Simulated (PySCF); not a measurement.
# [Lu(OH)4]− at several levels of theory

Computed with PySCF 2.14.0 (density fitting, no spin-orbit coupling) at the geometry relaxed with PBE0:

```xyz
9
[Lu(OH)4]− (singlet in the valence; each metal's 4f electrons, 14 of them, lie in its core potential, out of spins and levels)
Lu    0.0000    0.0000   -0.0001
O     1.1435    1.2964    1.1660
H     2.0752    1.4604    1.3104
O    -1.1435   -1.2964    1.1660
H    -2.0752   -1.4604    1.3104
O     1.2963   -1.1434   -1.1662
H     1.4605   -2.0755   -1.3101
O    -1.2963    1.1434   -1.1662
H    -1.4605    2.0755   -1.3101
```

```tsv
level	basis	state	HOMO (eV)	gap (eV)	charge on Lu1 (e)	population of f-type functions on Lu1 (polarisation alone where 4f lies in the core)	dipole about the centre of mass (D)	largest force component (eV/Å)
PBE0	Lu lcecp-1-SVP with ECP60, O def2-SVP, H def2-SVP	singlet	-2.47	6.75	0.71	0.08	0.00	0.01
wB97X	the same	singlet	-4.99	10.84	0.69	0.08	0.00	0.16
BP86	the same	singlet	-0.89	4.57	0.44	0.07	0.00	0.63
```

In the lcecp rows the 4f levels are missing from HOMO and gap, and the state counts the valence alone.

Charges are Mulliken's, which hang on the basis. The relaxation used the grid (50, 194), these runs (75, 302) or, all-electron (x2c bases, spin-free X2C Hamiltonian), (99, 590).

(1) What does PBE0 with Lu lcecp-1-TZVP with ECP60, O def2-TZVP, H def2-TZVP give here?

A frequency check found unstable modes (2, the lowest at -37 cm⁻¹), so the relaxed geometry is a saddle point, or these are noise. An lcecp potential fixes the number of 4f electrons, so in runs with it no electron can move into or out of that shell.

## Answers

(1) state singlet, HOMO (eV) -2.85, gap (eV) 6.86, charge on Lu1 (e) 1.44, population of f-type functions on Lu1 (polarisation alone where 4f lies in the core) 0.08, dipole about the centre of mass (D) 0.00, largest force component (eV/Å) 0.30. Time: 36 s on 2 threads of Arm Neoverse V1, on a shared host, from free ions and atoms.
